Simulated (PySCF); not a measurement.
Si(Cl)(H)2(OAc) (C2H5ClO2Si), SMILES CC(=O)O[SiH2]Cl.

Geometry: PBE0-D3(BJ)/def2-SVP. The values are those of a single conformer.

Computed with TDA-PBE0/def2-SVPD run with PySCF.

Vertical excitations. Gas-phase values at a fixed geometry.

```csv
state,energy (eV),λ (nm),f,main pairs
S1,5.77,215,0.001,HOMO→LUMO 88 %
S2,7.38,168,0.005,"HOMO−1→LUMO 73 %, HOMO→LUMO+1 15 %"
S3,7.46,166,0.019,"HOMO→LUMO+1 72 %, HOMO−1→LUMO 17 %"
S4,7.69,161,0.026,"HOMO→LUMO+2 74 %, HOMO−3→LUMO 15 %"
S5,7.79,159,0.023,HOMO−2→LUMO 80 %
S6,7.99,155,0.002,HOMO−1→LUMO+1 79 %
S7,8.04,154,0.036,"HOMO→LUMO+3 59 %, HOMO−3→LUMO 25 %"
S8,8.24,151,0.085,"HOMO→LUMO+3 30 %, HOMO−3→LUMO 26 %, HOMO→LUMO+2 8 %, HOMO→LUMO+4 6 %"
S9,8.28,150,0.026,HOMO−1→LUMO+2 79 %
S10,8.48,146,0.017,"HOMO−2→LUMO+1 31 %, HOMO−4→LUMO 19 %, HOMO−2→LUMO+2 11 %, HOMO→LUMO+4 9 %"
T1,5.21,238,0,HOMO→LUMO 83 %
T2,6.19,200,0,HOMO−3→LUMO 62 %
T3,7.05,176,0,"HOMO−1→LUMO 68 %, HOMO−1→LUMO+1 11 %"
T4,7.32,169,0,HOMO→LUMO+1 77 %
```
Triplets are in the Tamm–Dancoff approximation.
